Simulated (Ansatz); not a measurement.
A nudged elastic band was laid between two geometries of GeH3O2 (6 atoms, charge 0, multiplicity 2).

These are results of UKS r2SCANh/def2-SVP (Ansatz), not measurements.

```
movable images  : 5
climbing image  : yes
spring          : 5.0 eV/Å²
optimiser       : quadratic models (default)
start path      : IDPP
force threshold : 0.03 eV/Å
iteration limit : 60
end points      : relaxed
```

Image 0:

```xyz
6
Properties=species:S:1:pos:R:3
O -1.104 -0.703 -0.248
Ge 0.374 0.265 -0.527
O 1.191 0.195 1.045
H -1.577 -0.923 -1.058
H 0.045 1.781 -0.707
H 1.114 -0.678 1.448
```

Image 6:

```xyz
6
Properties=species:S:1:pos:R:3
O -1.262 -0.144 -0.799
Ge 0.422 0.360 -0.482
O 0.913 -0.069 1.181
H -1.393 -1.099 -0.819
H 0.345 1.903 -0.460
H 1.018 -1.015 1.332
```

(1) Which bonds break or form, and what moves?

(2) What energy profile does the band end with?

(3) What is the geometry of the highest image?

Answers

(1) No bond is made or broken. The dihedral H4–O1–Ge2–O3 goes from -168 to -67°.

(2) The run converged. The highest image is number 3 of 0 to 6, 0.5 kcal/mol above the first end and 0.1 kcal/mol above the last; the last end lies 0.4 kcal/mol above the first. The top lies less than 8 meV above the higher end, about what the thresholds resolve: that end is a shoulder or a very shallow well. A vibrational analysis at the climbing image gives one clearly imaginary mode, 152i cm⁻¹: a first-order saddle point.

```json
{"image": "0", "path coordinate (Å)": "0.00", "energy (kcal/mol)": "0.0", "dihedral H4–O1–Ge2–O3 (°)": "-168"}
{"image": "1", "path coordinate (Å)": "0.20", "energy (kcal/mol)": "0.1", "dihedral H4–O1–Ge2–O3 (°)": "-149"}
{"image": "2", "path coordinate (Å)": "0.41", "energy (kcal/mol)": "0.4", "dihedral H4–O1–Ge2–O3 (°)": "-129"}
{"image": "3", "path coordinate (Å)": "0.61", "energy (kcal/mol)": "0.5", "dihedral H4–O1–Ge2–O3 (°)": "-109"}
{"image": "4", "path coordinate (Å)": "0.78", "energy (kcal/mol)": "0.5", "dihedral H4–O1–Ge2–O3 (°)": "-93"}
{"image": "5", "path coordinate (Å)": "0.95", "energy (kcal/mol)": "0.4", "dihedral H4–O1–Ge2–O3 (°)": "-79"}
{"image": "6", "path coordinate (Å)": "1.12", "energy (kcal/mol)": "0.4", "dihedral H4–O1–Ge2–O3 (°)": "-67"}
```

(3) 
```xyz
6
Properties=species:S:1:pos:R:3:forces:R:3
O -1.301 -0.314 -0.402 0.00 0.01 0.01
Ge 0.357 0.344 -0.523 0.01 0.00 0.01
O 1.186 0.002 1.017 -0.02 -0.01 -0.02
H -1.451 -1.095 -0.945 0.00 0.00 -0.01
H 0.247 1.889 -0.533 0.00 0.00 0.00
H 1.003 -0.889 1.339 0.01 0.01 0.01
```

Time of the run: 110 s on 2 threads of Arm Neoverse V2, with other jobs on the host, peak memory 0.24 GiB.
